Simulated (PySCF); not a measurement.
# Ionisation energy of Cl¹⁵⁺ by level of theory

Cl¹⁵⁺ 1s2 (1S) → Cl¹⁶⁺ 1s1 (2S), as a difference of total energies. Calculation: PySCF 2.14, in an even-tempered Gaussian basis (17 s from 11 bohr⁻², ratio 2.2; 7 p from 17 bohr⁻², ratio 2.4; 4 d from 50 bohr⁻², ratio 2.4; 3 f from 75 bohr⁻², ratio 2.4; 3 g from 110 bohr⁻², ratio 2.4); scalar relativity by spin-free X2C-1e. Correlated levels: nothing frozen; virtual orbitals above 40 to 60 times the deepest correlated orbital energy dropped. The calculations carry no spin-orbit coupling.

```
                 method  ionisation energy (eV)
                    UHF                  3658.7
                    LDA                  3643.9
                    PBE                  3657.4
                   PBE0                  3658.0
                 r2SCAN                  3660.1
                   TPSS                  3660.2
                 M06-2X                  3660.5
    MP2 (all electrons)                  3660.0
SCS-MP2 (all electrons)                  3660.2
```

For comparison: 3658.3 eV (theoretical estimate listed by NIST; NIST Atomic Spectra Database, ionization energies).
